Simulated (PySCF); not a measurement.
How methods differ on the excitation energy of Zn⁺

Zn⁺ [Ar] 3d10 4s1 (2S) → Zn⁺ [Ar] 3d10 4p1 (2P), as a difference of total energies. Calculation: PySCF 2.14, in def2-TZVPPD; no relativity, point nucleus. Correlated levels: valence: [Ar] frozen; valence and next inner shell: [Ne] frozen. The calculations carry no spin-orbit coupling.

| method | excitation energy (cm⁻¹) | difference from reference (cm⁻¹) |
| --- | --- | --- |
| UHF | 43987 | -5076 |
| LDA | 49117 | +53 |
| PBE | 47453 | -1611 |
| PBE0 | 46731 | -2333 |
| r2SCAN | 47194 | -1870 |
| wB97M-V | 46223 | -2841 |
| TPSS | 46866 | -2197 |
| wB97X | 47752 | -1312 |
| BP86 | 47779 | -1285 |
| MP2 (valence) | 46900 | -2163 |
| SCS-MP2 (valence) | 46516 | -2547 |
| MP2 (valence and next inner shell) | 47401 | -1663 |
| SCS-MP2 (valence and next inner shell) | 46840 | -2224 |

Reference: 49064 cm⁻¹ (measured; NIST levels, between the centres of gravity of the two terms).

These non-relativistic numbers lack the scalar-relativistic shift.

Errors of the correlated levels include the incompleteness of this basis and the frozen core.
